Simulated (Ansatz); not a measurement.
Born–Oppenheimer molecular dynamics of C$_{3}$H$_{9}$BOSi (15 atoms, charge 0, multiplicity 1). It starts from a relaxed structure.

Level of theory: RKS r2SCAN-D4/STO-3G (Ansatz 0.2.0).

- ensemble: NVT, Nosé–Hoover chain
- time step: 0.5 fs
- steps asked: 285
- set temperature: 400 K
- thermostat: time constant 100 fs, chain length 3 (defaults)
- seed: 195760

Frames 1 fs apart, positions in Å.

Velocities at 50.0 fs (Å/ps):

```
B 6.71 -1.94 -1.27
Si -0.28 1.54 -0.99
C -0.39 1.06 1.40
C 2.70 -2.78 -1.43
C 1.54 0.58 0.61
O -5.99 -1.59 0.81
H -8.03 22.50 12.71
H 8.89 -3.97 0.52
H 0.05 -14.44 -8.30
H -28.83 -20.75 6.41
H 14.25 18.10 4.79
H 2.66 -0.58 -9.33
H -1.83 4.62 -4.33
H 4.77 -1.24 2.77
H -6.77 12.59 16.33
```

```xyz
15
Properties=species:S:1:pos:R:3 time_fs=50.0 energy_less_start_eV=0.443 T=160
B 2.380 -1.164 1.157
Si 0.913 -0.032 1.827
C 0.132 0.629 0.193
C -0.939 0.171 -0.514
C -1.281 0.891 -1.876
O -1.563 -1.053 -0.212
H 3.527 -0.961 1.066
H 1.912 -2.148 0.643
H 1.305 1.158 2.528
H -0.076 -0.750 2.584
H 0.504 1.657 -0.123
H -2.342 0.932 -2.156
H -0.729 0.322 -2.629
H -0.845 1.911 -1.842
H -2.177 -1.163 -1.002
15
Properties=species:S:1:pos:R:3 time_fs=51.0 energy_less_start_eV=0.470 T=145
B 2.386 -1.166 1.155
Si 0.913 -0.031 1.826
C 0.131 0.630 0.195
C -0.936 0.168 -0.516
C -1.279 0.891 -1.875
O -1.569 -1.055 -0.211
H 3.519 -0.938 1.079
H 1.925 -2.150 0.645
H 1.306 1.145 2.522
H -0.105 -0.772 2.591
H 0.516 1.667 -0.117
H -2.340 0.931 -2.164
H -0.731 0.326 -2.636
H -0.842 1.907 -1.839
H -2.187 -1.152 -0.989
15
Properties=species:S:1:pos:R:3 time_fs=52.0 energy_less_start_eV=0.457 T=153
B 2.390 -1.169 1.154
Si 0.912 -0.029 1.824
C 0.132 0.633 0.197
C -0.932 0.167 -0.518
C -1.277 0.892 -1.874
O -1.574 -1.056 -0.209
H 3.516 -0.913 1.093
H 1.946 -2.148 0.649
H 1.308 1.136 2.521
H -0.129 -0.790 2.595
H 0.523 1.660 -0.107
H -2.339 0.930 -2.170
H -0.733 0.330 -2.649
H -0.843 1.902 -1.838
H -2.206 -1.143 -0.984
15
Properties=species:S:1:pos:R:3 time_fs=53.0 energy_less_start_eV=0.413 T=180
B 2.393 -1.172 1.152
Si 0.911 -0.028 1.822
C 0.132 0.636 0.200
C -0.927 0.166 -0.521
C -1.274 0.891 -1.872
O -1.579 -1.057 -0.207
H 3.517 -0.889 1.106
H 1.973 -2.146 0.654
H 1.312 1.133 2.526
H -0.144 -0.804 2.595
H 0.526 1.638 -0.096
H -2.338 0.929 -2.172
H -0.736 0.335 -2.664
H -0.846 1.896 -1.837
H -2.232 -1.137 -0.985
15
Properties=species:S:1:pos:R:3 time_fs=54.0 energy_less_start_eV=0.382 T=200
B 2.394 -1.175 1.151
Si 0.910 -0.028 1.819
C 0.132 0.640 0.204
C -0.922 0.166 -0.524
C -1.272 0.890 -1.869
O -1.584 -1.058 -0.205
H 3.521 -0.864 1.119
H 2.006 -2.146 0.658
H 1.319 1.137 2.537
H -0.148 -0.809 2.587
H 0.525 1.608 -0.086
H -2.336 0.928 -2.170
H -0.741 0.342 -2.681
H -0.851 1.892 -1.836
H -2.260 -1.133 -0.988
15
Properties=species:S:1:pos:R:3 time_fs=55.0 energy_less_start_eV=0.371 T=208
B 2.394 -1.176 1.150
Si 0.908 -0.027 1.816
C 0.133 0.643 0.210
C -0.917 0.166 -0.527
C -1.268 0.888 -1.867
O -1.589 -1.059 -0.204
H 3.526 -0.840 1.132
H 2.041 -2.152 0.660
H 1.326 1.143 2.553
H -0.141 -0.807 2.573
H 0.527 1.580 -0.080
H -2.334 0.927 -2.162
H -0.747 0.351 -2.695
H -0.856 1.893 -1.835
H -2.285 -1.128 -0.986
15
Properties=species:S:1:pos:R:3 time_fs=56.0 energy_less_start_eV=0.332 T=232
B 2.394 -1.177 1.149
Si 0.906 -0.027 1.813
C 0.132 0.644 0.216
C -0.911 0.166 -0.530
C -1.265 0.885 -1.865
O -1.595 -1.060 -0.203
H 3.530 -0.818 1.145
H 2.079 -2.167 0.657
H 1.333 1.149 2.571
H -0.124 -0.798 2.554
H 0.533 1.565 -0.081
H -2.331 0.926 -2.150
H -0.755 0.362 -2.708
H -0.862 1.898 -1.835
H -2.304 -1.123 -0.976
15
Properties=species:S:1:pos:R:3 time_fs=57.0 energy_less_start_eV=0.257 T=277
B 2.394 -1.176 1.149
Si 0.903 -0.027 1.810
C 0.130 0.644 0.224
C -0.904 0.167 -0.533
C -1.262 0.881 -1.864
O -1.600 -1.059 -0.203
H 3.528 -0.800 1.157
H 2.118 -2.189 0.651
H 1.339 1.152 2.589
H -0.100 -0.784 2.532
H 0.547 1.566 -0.091
H -2.329 0.924 -2.132
H -0.765 0.374 -2.716
H -0.867 1.907 -1.834
H -2.314 -1.118 -0.958
15
Properties=species:S:1:pos:R:3 time_fs=58.0 energy_less_start_eV=0.227 T=297
B 2.394 -1.175 1.150
Si 0.901 -0.027 1.806
C 0.128 0.642 0.232
C -0.898 0.167 -0.536
C -1.258 0.877 -1.863
O -1.605 -1.059 -0.203
H 3.522 -0.784 1.168
H 2.158 -2.215 0.644
H 1.343 1.148 2.604
H -0.076 -0.770 2.511
H 0.567 1.579 -0.108
H -2.328 0.922 -2.111
H -0.774 0.386 -2.724
H -0.874 1.915 -1.833
H -2.320 -1.111 -0.935
15
Properties=species:S:1:pos:R:3 time_fs=59.0 energy_less_start_eV=0.278 T=269
B 2.393 -1.172 1.151
Si 0.899 -0.027 1.802
C 0.125 0.640 0.240
C -0.891 0.166 -0.539
C -1.254 0.874 -1.862
O -1.610 -1.057 -0.203
H 3.510 -0.772 1.178
H 2.200 -2.240 0.638
H 1.344 1.137 2.615
H -0.057 -0.760 2.496
H 0.587 1.593 -0.128
H -2.329 0.919 -2.086
H -0.783 0.397 -2.730
H -0.882 1.920 -1.832
H -2.325 -1.103 -0.913
15
Properties=species:S:1:pos:R:3 time_fs=60.0 energy_less_start_eV=0.338 T=235
B 2.393 -1.170 1.151
Si 0.897 -0.027 1.798
C 0.122 0.638 0.248
C -0.885 0.165 -0.541
C -1.250 0.870 -1.861
O -1.614 -1.055 -0.203
H 3.495 -0.761 1.188
H 2.243 -2.258 0.635
H 1.342 1.118 2.621
H -0.048 -0.759 2.490
H 0.603 1.599 -0.147
H -2.333 0.914 -2.057
H -0.789 0.405 -2.737
H -0.891 1.921 -1.830
H -2.334 -1.094 -0.897
15
Properties=species:S:1:pos:R:3 time_fs=61.0 energy_less_start_eV=0.330 T=241
B 2.392 -1.168 1.152
Si 0.896 -0.026 1.794
C 0.120 0.638 0.256
C -0.878 0.164 -0.543
C -1.246 0.868 -1.860
O -1.617 -1.052 -0.202
H 3.481 -0.751 1.197
H 2.285 -2.266 0.638
H 1.339 1.094 2.624
H -0.051 -0.766 2.495
H 0.612 1.591 -0.162
H -2.337 0.908 -2.027
H -0.793 0.409 -2.746
H -0.902 1.918 -1.828
H -2.351 -1.083 -0.890
```

Of the whole run (142 fs, mean temperature of the second half 265 K): The conserved energy stayed within 0.3 meV per atom of its start (net change 0.21 meV per atom), so the integration is sound. The mean temperature of the second half is 34 % below the set value. A run of 0.14 ps of so small a system gives no equilibrium averages. Limits of this set-up: minimal basis.

Run time: 26 min on 1 CPU thread of a shared host.
